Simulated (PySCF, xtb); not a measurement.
C8H4N2OS2, SMILES c12c(ccs2)sc(-c2ocnn2)c1.

GFN2-xTB run with xtb at its own geometry gives an orbital gap of 2.59 eV and a dipole moment of 4.10 D.

Geometry: PBE0-D3(BJ)/def2-SVP. The structure was generated by enumeration, and PubChem lists no compound with its InChIKey, so it may never have been made. Other conformers were not sampled.

**Question.** What does PBE/def2-SVP (PySCF) give? (The exact figures need the calculation; the answer reports its results.)

**Answer.** gap 2.98 eV (levels -5.51 and -2.53 eV), dipole 3.75 D.
